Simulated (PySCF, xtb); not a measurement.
TeFI, SMILES F[Te]I.

Geometry: B3LYP-D3(BJ)/def2-TZVP. The def2 effective core potentials stand for the cores of I, Te; spin–orbit coupling is left out.

Calculation: IEF-PCM-PBE0/def2-SVP (PySCF 2.14.0).

The values are the electrostatic part of the solvation free energy, E(continuum) − E(gas) at the gas-phase geometry, in a cavity of scaled van der Waals radii (PySCF's table); cavitation and dispersion terms are not included. In vacuum the orbital gap is 3.45 eV. The dipole moment in vacuum is 2.23 D.

Computed values in water (ε = 78.36), ethanol (ε = 24.85), acetone (ε = 20.49):
```json
[
 {"solvent": "water", "ε": "78.36", "ΔG(elec) (kcal/mol)": "-4.0", "dipole (D)": "2.87", "gap (eV)": "3.58"},
 {"solvent": "ethanol", "ε": "24.85", "ΔG(elec) (kcal/mol)": "-3.8", "dipole (D)": "2.84", "gap (eV)": "3.57"},
 {"solvent": "acetone", "ε": "20.49", "ΔG(elec) (kcal/mol)": "-3.7", "dipole (D)": "2.83", "gap (eV)": "3.57"}
]
```

For comparison, GFN2-xTB/ALPB(water) (xtb, at the GFN2-xTB geometry, all terms of that model) gives -3.3 kcal/mol.
